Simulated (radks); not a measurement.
Species: Gd63+. Configuration: 1s1.

Calculated with a radial shooting solver on a logarithmic mesh with Libxc functionals: scalar-relativistic Kohn-Sham, PBEsol, spin-polarised, spherical densities, finite nucleus; open shells are filled with parallel spins first (spin-orbit coupling, left out, can overturn this in heavy ions); Fermi nuclear charge, rms radius 5.1569 fm.

Energy parts (hartree):
total: -2172.2179
kinetic: 2455.3778
electron-nucleus: -4628.8204
Hartree: 21.8546
exchange-correlation: -20.6299

Orbitals (lengths in bohr, moments of r in powers of bohr; <r^-3> diverges for s and p1/2; r(max) is where P^2 peaks):
orbital  occ.  eigenvalue (hartree)      <r>  <r^-3>   r(max)
1s up       1             -2156.300  0.02165       -  0.01382

The highest occupied level is 1s up at -58676 eV. For comparison, the ionisation energy in NIST's Atomic Spectra Database is 59065.5 eV (theoretical). In exact Kohn-Sham theory the highest level is minus the ionisation energy, but local and semilocal functionals leave it too shallow, through self-interaction and a potential that decays too fast; potentials with the right tail come closer. The electron density at the nucleus is 2.894e+05 e/bohr^3 (large components only). The spin density at the nucleus is 289389 e/bohr^3 (1s 289389). Spin moment in Bohr magnetons: 1.
